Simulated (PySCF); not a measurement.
Compound: SnMeF3, CH3F3Sn.
Bonds: Sn1–C2, Sn1–F6, Sn1–F7, Sn1–F8. Hydrogens: H3, H4, H5 on C2.

Method: PySCF, PBE0-D3(BJ)/def2-SVP geometry optimisation, gas phase, def2 core potentials past Kr; density fitting, grid level 1; the optimiser is geomeTRIC in internal coordinates, started from a GFN2-xTB structure with every atom displaced at random (about 0.03 Å).

At the end of the run (lengths in Å): Sn1–F7 1.921, C2–H4 1.098, Sn1–C2 2.114, C2–H3 1.098, C2–H5 1.097, Sn1–F6 1.921, Sn1–F8 1.921, C2–Sn1–F6 113.8°, F6–Sn1–F7 104.4°, C2–Sn1–F7 114.5°.

Question: These geometries were met on the way; a selection of coordinates is given. Order them by energy above the end point, lowest first.
A. Sn1–F7 1.941, C2–H4 1.090, Sn1–C2 2.116, C2–H3 1.093, C2–H5 1.099, Sn1–F6 1.922, Sn1–F8 1.923, C2–Sn1–F6 115.7°, F6–Sn1–F7 103.1°, C2–Sn1–F7 113.2°
B. Sn1–F7 1.868, C2–H4 1.090, Sn1–C2 2.113, C2–H3 1.092, C2–H5 1.099, Sn1–F6 1.921, Sn1–F8 1.922, C2–Sn1–F6 116.6°, F6–Sn1–F7 102.4°, C2–Sn1–F7 112.5°
C. Sn1–F7 1.919, C2–H4 1.097, Sn1–C2 2.112, C2–H3 1.098, C2–H5 1.097, Sn1–F6 1.921, Sn1–F8 1.921, C2–Sn1–F6 114.4°, F6–Sn1–F7 104.1°, C2–Sn1–F7 114.1°
D. Sn1–F7 2.043, C2–H4 1.165, Sn1–C2 2.170, C2–H3 1.121, C2–H5 1.087, Sn1–F6 1.912, Sn1–F8 1.915, C2–Sn1–F6 118.1°, F6–Sn1–F7 100.9°, C2–Sn1–F7 111.8°

Answer: C (0.000 eV), A (0.011 eV), B (0.062 eV), D (0.325 eV).

```
step  E above end (eV)  rms distance from the end, all atoms (Å)  largest force (eV/Å)  rms shift of all bonds from the end (Å)
   4             0.000                                     0.008                 0.052                                    0.001
   2             0.011                                     0.020                 0.598                                    0.008
   1             0.062                                     0.043                 1.623                                    0.020
   0             0.325                                     0.062                 2.772                                    0.058
```

Rows stand in the order of the answer.
